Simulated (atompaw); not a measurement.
Reading a pseudo-wave (tungsten (W))

Columns: radius, all-electron u(r) and pseudo u(r) of the 6p shell (level -1.36 eV) of tungsten in the configuration [Xe] 4f14 5d4 6s2 6p0; PBE, scalar-relativistic, PAW (atompaw) scheme, atompaw 4.2.0.5.

```
r (bohr)  all-electron  pseudo
   0.115       -0.0614  0.0006
   0.231        0.0033  0.0025
   0.346        0.1123  0.0056
   0.462        0.0816  0.0100
   0.577       -0.0152  0.0159
   0.692       -0.1086  0.0233
   0.808       -0.1708  0.0324
   0.923       -0.1965  0.0432
   1.038       -0.1921  0.0558
   1.154       -0.1650  0.0706
   1.269       -0.1233  0.0874
   1.385       -0.0725  0.1065
   1.500       -0.0180  0.1275
   1.615        0.0374  0.1507
   1.731        0.0920  0.1760
   1.846        0.1434  0.2028
   1.962        0.1918  0.2312
   2.077        0.2359  0.2603
   2.192        0.2760  0.2897
   2.308        0.3122  0.3190
   2.423        0.3442  0.3469
   2.538        0.3723  0.3731
   2.654        0.3969  0.3971
   2.769        0.4180  0.4180
   2.885        0.4359  0.4359
   3.000        0.4507  0.4507
```

Task: How many radial nodes do the two functions have?

Result: The all-electron 6p function has n − l − 1 = 4 (the table is too coarse to show those close to the nucleus); the pseudo-wave has 0, since the states of the same l below it are removed with the core.

Task: Is the pseudo-wave norm-conserving?

Result: No, it belongs to a PAW set: the norm inside the radius is not constrained, and the difference is carried by the augmentation charge.
